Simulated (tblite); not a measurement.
Compound: C₄H₆BCl₂N.
Atom-mapped SMILES: `[CH3:1][C:2]([CH3:3])([C:4]#[N:5])[B:6]([Cl:7])[Cl:8]` (hydrogens: H9, H10, H11 on C1; H12, H13, H14 on C3)

Computed with GFN2-xTB (tblite), gas phase: L-BFGS steps from a force-field or distance-geometry start until the largest atomic force falls under 0.01 eV/Å.

Step 10: E = -677.5059 eV
```
atom  x, y, z in Å  |  force x, y, z in eV/Å
C1      0.1943   -1.3676   -0.6102   -0.131   0.201  -0.047
C2      0.0164   -0.0481    0.1893    0.182   0.170  -0.014
C3     -1.1924    0.8181   -0.2838    0.029  -0.232   0.015
C4     -0.2135   -0.4489    1.5636   -0.066  -0.095   0.085
N5     -0.4225   -0.8394    2.6189    0.060   0.156  -0.139
B6      1.3225    0.9075    0.1029    0.317   0.185   0.071
Cl7     2.8333    0.3726   -0.5249   -0.162  -0.046   0.081
Cl8     1.2289    2.5685    0.5701   -0.048  -0.207   0.039
H9      1.2326   -1.6972   -0.6138   -0.110   0.081   0.069
H10    -0.1182   -1.1955   -1.6314    0.037   0.013  -0.238
H11    -0.4120   -2.1740   -0.2062   -0.092   0.074   0.105
H12    -0.8668    1.5331   -1.0376   -0.094  -0.110  -0.017
H13    -1.6299    1.3743    0.5426    0.151   0.000   0.050
H14    -1.9733    0.1960   -0.7017   -0.072  -0.189  -0.060
```

Step 11: E = -677.5210 eV
```
atom  x, y, z in Å  |  force x, y, z in eV/Å
C1      0.1887   -1.3649   -0.6162   -0.087   0.194   0.018
C2      0.0215   -0.0420    0.1831    0.236   0.162   0.070
C3     -1.2013    0.8095   -0.2864    0.121  -0.160   0.058
C4     -0.2063   -0.4423    1.5624   -0.052  -0.038  -0.122
N5     -0.4261   -0.8323    2.6149    0.066   0.131  -0.059
B6      1.3416    0.9161    0.1059    0.098   0.070   0.042
Cl7     2.8524    0.3762   -0.5191   -0.208  -0.032   0.101
Cl8     1.2422    2.5725    0.5878   -0.040  -0.238   0.014
H9      1.2235   -1.7095   -0.6132   -0.127   0.124   0.045
H10    -0.1193   -1.1878   -1.6397    0.050  -0.029  -0.163
H11    -0.4240   -2.1659   -0.2040   -0.076   0.143   0.028
H12    -0.8848    1.5255   -1.0459   -0.117  -0.171  -0.004
H13    -1.6310    1.3750    0.5415    0.141  -0.085  -0.025
H14    -1.9777    0.1694   -0.6933   -0.004  -0.073  -0.003
```

**Question.** Estimate the geometry and energy of step 12. (The exact step hangs on the optimiser's Hessian estimate; all steps are aligned on step 11, rigid shifts and turns removed.)

**Answer.** E = -677.5332 eV, largest force 0.250 eV/Å
```
atom  x, y, z in Å  |  force x, y, z in eV/Å
C1      0.1826   -1.3592   -0.6212   -0.025   0.139   0.040
C2      0.0296   -0.0343    0.1790    0.174   0.085   0.077
C3     -1.2066    0.7995   -0.2876    0.154  -0.061   0.069
C4     -0.2014   -0.4377    1.5591   -0.007   0.028  -0.248
N5     -0.4276   -0.8240    2.6109    0.055   0.093   0.021
B6      1.3589    0.9243    0.1094   -0.119  -0.059   0.019
Cl7     2.8641    0.3780   -0.5128   -0.159  -0.040   0.086
Cl8     1.2518    2.5715    0.6025   -0.029  -0.167   0.022
H9      1.2135   -1.7167   -0.6117   -0.116   0.140   0.021
H10    -0.1190   -1.1821   -1.6493    0.058  -0.048  -0.054
H11    -0.4351   -2.1561   -0.2016   -0.060   0.219  -0.042
H12    -0.9015    1.5158   -1.0527   -0.116  -0.201  -0.012
H13    -1.6289    1.3739    0.5403    0.113  -0.145  -0.067
H14    -1.9811    0.1466   -0.6866    0.078   0.016   0.068
```

The energy changes by -0.0122 eV. The first-order estimate −F·Δx gives -0.0170 eV and the mean of the old and new forces, exact on a quadratic surface, -0.0123 eV. The step makes an angle of 64° with the force vector and moves no atom by more than 0.024 Å.

The cost below is that of the whole relaxation. The run took 0.79 s on an Arm Neoverse N1 with one thread, on a shared host.
